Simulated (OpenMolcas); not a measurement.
## Which level was it?

InSi2H7: 10 atoms, total charge 0, spin state singlet. SMILES: `[SiH3][SiH2][InH2]`. Geometry: relaxed at PBE0-D4/def2-TZVP.

```xyz
10

Si   -1.4509    0.7323   -0.8216
Si    0.0231   -0.9827   -0.2224
In    1.8848   -0.0627    1.2931
H    -2.5411    0.2487   -1.7115
H    -0.7077    1.8121   -1.5275
H    -2.0657    1.3205    0.4005
H    -0.7613   -2.0569    0.4518
H     0.5887   -1.5579   -1.4773
H     1.7614   -0.1609    3.0139
H     3.2688    0.7075    0.6011
```

Orbital energies and the dipole are those of the mean-field step.

A calculation with OpenMolcas 26.06 gave:

```yaml
total_energy: -771.2276 Eh
dipole_moment: 0.37 D
HOMO_energy: -9.52 eV
LUMO_energy: 0.38 eV
HOMO–LUMO_gap: 9.90 eV
```

Which of these levels gave the numbers?
A. MP2/def2-SVP (core potential)
B. PBE0/def2-SVP (core potential)
C. M06-L/def2-SVP (core potential)
D. PBE/def2-SVP (core potential)

A. The others give -772.7824 Eh (PBE/def2-SVP (core potential)), -773.2480 Eh (M06-L/def2-SVP (core potential)), -772.8519 Eh (PBE0/def2-SVP (core potential)).
